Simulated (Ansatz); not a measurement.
C₃H₈As (SMILES C[C](C)[AsH2]), doublet, geometry from GFN2-xTB; Ansatz (an electronic-structure program) with PBE0/6-31G.

The Ansatz input:
Ansatz 0.2 input:
```yaml
crystal:
  periodic: [false, false, false]
  atoms:
    - {symbol: C, position_ang: [-1.06519029, 1.78483099, 0.03108030]}
    - {symbol: C, position_ang: [-0.76655125, 0.36846721, -0.33389339]}
    - {symbol: C, position_ang: [-1.95211724, -0.52631047, -0.48317032]}
    - {symbol: As, position_ang: [0.91553816, -0.40089944, 0.22269269]}
    - {symbol: H, position_ang: [-1.54395907, 1.85767815, 1.01530513]}
    - {symbol: H, position_ang: [-1.75664549, 2.22927244, -0.68771601]}
    - {symbol: H, position_ang: [-0.15135721, 2.38131331, 0.05400838]}
    - {symbol: H, position_ang: [-2.65585291, -0.11386931, -1.20908699]}
    - {symbol: H, position_ang: [-2.50022148, -0.63413665, 0.46085300]}
    - {symbol: H, position_ang: [-1.64900049, -1.52122396, -0.81434270]}
    - {symbol: H, position_ang: [0.99654841, -1.34845491, -0.94467525]}
    - {symbol: H, position_ang: [1.75088179, 0.61717613, -0.50730393]}
basis:
  gaussian:
    orbitals: 6-31G
hamiltonian:
  xc: pbe0
magnetization: {spin_polarized: true, initial_magnetization: 1}
```

### Question
Predict the main parts of the log of this Ansatz run.

### Answer

```
Functional definition: PBE0
887 factors; integrals over basis functions are off by at most 3.1e-4 eV
mean field evaluation 1: about -64053.3838 eV, gradient 3.3e1 eV
mean field evaluation 2: about -64050.1120 eV, gradient 4.0e1 eV
mean field evaluation 4: about -64058.9111 eV, gradient 2.1e0 eV
mean field evaluation 8: about -64059.0897 eV, gradient 1.1e-1 eV
mean field evaluation 16: about -64059.0899 eV, gradient 2.1e-4 eV
mean field -64059.08987666 eV, -2354.1281321567 hartree, gradient 5.4e-5 eV, S^2 0.754793; 0 other end points of the search recorded, 0 dependent functions left out
reference -64059.08989890 eV, -2354.1281329741 hartree; 30, 29 occupied and 42, 43 virtual orbitals, 887 factors
Total energy: -64059.08989890 eV, -2354.1281329741 hartree
```
